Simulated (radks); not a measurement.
Results of a calculation; reference values are marked as such.
Pt XLV, 34 electrons, occupied as [Ar] 3d10 4s2 4p4.

Code: a radial shooting solver on a logarithmic mesh with Libxc functionals. Model: scalar-relativistic Kohn-Sham, LB94 model potential, spin-polarised, spherical densities, finite nucleus; open shells are filled with parallel spins first (spin-orbit coupling, left out, can overturn this in heavy ions); Fermi nuclear charge, rms radius 5.427 fm.

Energy parts (eV):
part                   energy
kinetic             523807.74
electron-nucleus  -1076706.42
Hartree              94704.57
(The LB94 potential has no energy functional, so no total or exchange-correlation energy is given.)

Orbitals (lengths in bohr, moments of r in powers of bohr; r(90%) holds 90 % of the orbital's charge):
| orbital | occ. | eigenvalue (eV) | <r^4> | r(90%) | <1/r> |
|---|---|---|---|---|---|
| 1s up | 1 | -80844.88 | 4.494e-07 | 0.0313 | 94.01 |
| 1s down | 1 | -80844.75 | 4.493e-07 | 0.0313 | 94.01 |
| 2s up | 1 | -16013.09 | 0.00006569 | 0.112 | 22.06 |
| 2s down | 1 | -16011.81 | 0.00006569 | 0.112 | 22.06 |
| 2p up | 3 | -14180.80 | 0.00005277 | 0.106 | 19.72 |
| 2p down | 3 | -14178.89 | 0.00005278 | 0.106 | 19.72 |
| 3s up | 1 | -5349.254 | 0.002245 | 0.270 | 8.282 |
| 3s down | 1 | -5348.481 | 0.002250 | 0.270 | 8.277 |
| 3p up | 3 | -4812.662 | 0.002401 | 0.275 | 7.602 |
| 3p down | 3 | -4811.982 | 0.002405 | 0.275 | 7.597 |
| 3d up | 5 | -4246.022 | 0.001781 | 0.257 | 7.169 |
| 3d down | 5 | -4245.379 | 0.001784 | 0.257 | 7.167 |
| 4s up | 1 | -2535.303 | 0.03293 | 0.524 | 4.014 |
| 4s down | 1 | -2532.320 | 0.03273 | 0.523 | 4.029 |
| 4p up | 3 | -2334.868 | 0.03793 | 0.543 | 3.740 |
| 4p down | 1 | -2331.402 | 0.03770 | 0.543 | 3.754 |

The highest occupied level is 4p down at -2331.4 eV. For comparison, the ionisation energy in NIST's Atomic Spectra Database is 2291 eV (theoretical). In exact Kohn-Sham theory the highest level is minus the ionisation energy, but local and semilocal functionals leave it too shallow, through self-interaction and a potential that decays too fast; potentials with the right tail come closer.
